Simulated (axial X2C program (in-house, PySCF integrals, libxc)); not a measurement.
## WGe: cheaper levels and CCSD(T), with spin–orbit coupling

Computed with an in-house all-electron X2C program for linear molecules (integrals from PySCF). Two-component (2c) means X2C with spin–orbit coupling and atomic mean-field two-electron Coulomb and Gaunt terms. Basis: W dyall-cv3z [13s14p9d7f4g], Ge dyall-cv3z [9s9p7d4f1g] (cores contracted in-house); Gaussian nuclei, density fitting, unrestricted open shells. Masses: W 183.951 u, Ge 73.921 u.

State: Ω = 3 (⟨Sz⟩ = 1.99, ⟨Lz⟩ = 1.01 at HF); fragments W + Ge.

```tsv
level	Re (Å)	ωe (cm⁻¹)
PBE0	2.386	246.3
HF	2.688	136.9
CCSD	2.428	231.6
```

Correlated methods: 10 electrons correlated (number of frozen shells: W 5 s, 4 p, 2 d, 1 f; Ge 3 s, 2 p, 1 d), 352 virtual spin orbitals or spinors in MP2, 90 natural virtuals in coupled cluster.

CCSD(T), same Hamiltonian and basis:

Re = 2.411 Å, ωe = 243.5 cm⁻¹; T1 = 0.067 (Lee–Taylor normalisation).

(1) Give the differences from CCSD(T) in the columns below.

The state is a single determinant with fixed occupations, the lowest that a limited PBE0 search found. De is not given where an atomic determinant may have missed its ground term or J level, or where the truncated virtual space spoils (T). Density functionals use the spin component along the axis (collinear). CCSD and (T) use frozen natural virtuals with an MP2 correction for the truncation; (T) itself is uncorrected, so its De runs slightly low. PBE0 can misorder states that lie within some tenths of an eV, so this need not be the ground state of the molecule. The nearest other 2c determinant of the search, Ω = 1, lies 0.16 eV up at the distance of the search. Without a current term, density functionals place determinants with orbital angular momentum somewhat too high. With several unpaired electrons one determinant need not be a pure state. Open-shell Ω = 0 determinants with evenly filled partner blocks cannot be reached by this program, so the Ω shown need not be the lowest component. The determinant is spin-polarised beyond a pure state at some levels (its spin-free form has ⟨S²⟩ too high), which makes Re and μ there less reliable. The T1 diagnostic is large, a sign of multireference character. With the outer-core shells frozen, correlated bond lengths of heavy atoms tend to come out a few hundredths of an ångström too long.

Answers

(1) 

```json
{"level": "PBE0", "ΔRe (Å)": "-0.025", "Δωe (cm⁻¹)": "2.8"}
{"level": "HF", "ΔRe (Å)": "0.277", "Δωe (cm⁻¹)": "-106.6"}
{"level": "CCSD", "ΔRe (Å)": "0.017", "Δωe (cm⁻¹)": "-11.9"}
```
